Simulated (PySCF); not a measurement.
# `FC(F)[C@@H]1OC[C@@H]1Cl`, C4H5ClF2O

Molfile (atoms numbered from 1):
```
C4H5ClF2O
     RDKit          3D

 13 13  0  0  0  0  0  0  0  0999 V2000
    2.6846    0.1021   -0.1333 F   0  0  0  0  0  0  0  0  0  0  0  0
    1.5511   -0.4533    0.3423 C   0  0  0  0  0  0  0  0  0  0  0  0
    1.7245   -1.7924    0.2690 F   0  0  0  0  0  0  0  0  0  0  0  0
    0.3599   -0.0343   -0.5229 C   0  0  2  0  0  0  0  0  0  0  0  0
    0.0532    1.3480   -0.3865 O   0  0  0  0  0  0  0  0  0  0  0  0
   -1.2331    1.0829    0.1808 C   0  0  0  0  0  0  0  0  0  0  0  0
   -1.0365   -0.4233   -0.0105 C   0  0  2  0  0  0  0  0  0  0  0  0
   -1.1183   -1.4002    1.4620 Cl  0  0  0  0  0  0  0  0  0  0  0  0
    1.4437   -0.1666    1.3981 H   0  0  0  0  0  0  0  0  0  0  0  0
    0.5746   -0.3128   -1.5614 H   0  0  0  0  0  0  0  0  0  0  0  0
   -1.2927    1.4090    1.2217 H   0  0  0  0  0  0  0  0  0  0  0  0
   -2.0386    1.5351   -0.4013 H   0  0  0  0  0  0  0  0  0  0  0  0
   -1.6769   -0.8937   -0.7545 H   0  0  0  0  0  0  0  0  0  0  0  0
  1  2  1  0
  2  3  1  0
  2  4  1  0
  4  5  1  0
  5  6  1  0
  6  7  1  0
  7  8  1  0
  7  4  1  0
  2  9  1  0
  4 10  1  6
  6 11  1  0
  6 12  1  0
  7 13  1  6
M  END
```

Computed, not measured: GIAO PBE0/pcSseg-1 magnetisability, rotational g tensor and spin-rotation constants, non-relativistic, gas phase in PySCF. Geometry: GFN2-xTB.

(1) Give the nuclear spin-rotation constants along the inertial axes (H = +C I·J) beside the isotropic shieldings.

(2) How do the rotational constants and the g tensor change when H9, H10, H11, H12, H13 are replaced by deuterium?

Results:

(1) Rotational constants 2.3262, 1.4760, 0.9889 GHz. A star marks the isotopologue with that one atom substituted, in its own axes.
```csv
atom,isotope,Caa (kHz),Cbb (kHz),Ccc (kHz),mean (kHz),σ (ppm)
F1,19F,1.916,0.883,1.126,1.308,322.5
F3,19F,0.968,1.415,1.185,1.189,321.8
Cl8,35Cl,0.600,0.162,0.211,0.325,818.6
H9,1H,-0.188,-0.139,0.061,-0.089,25.2
H10,1H,-0.166,-0.172,0.040,-0.099,27.0
H11,1H,-0.246,-0.148,0.061,-0.111,27.0
H12,1H,-0.148,0.002,-0.074,-0.073,26.6
H13,1H,-0.157,-0.170,0.033,-0.098,26.8
C2,13C*,0.690,0.421,0.298,0.469,66.1
C4,13C*,0.633,0.302,0.248,0.394,101.5
O5,17O*,-0.136,-0.091,-0.084,-0.103,312.7
C6,13C*,0.492,0.356,0.255,0.368,104.4
C7,13C*,0.464,0.277,0.203,0.315,130.9
```
For the geometry as given, no vibrational averaging.

(2) Constants 2.1555, 1.4005, 0.9530 GHz; g -0.0198, -0.0118, -0.0162, against -0.0203, -0.0129, -0.0168 before.
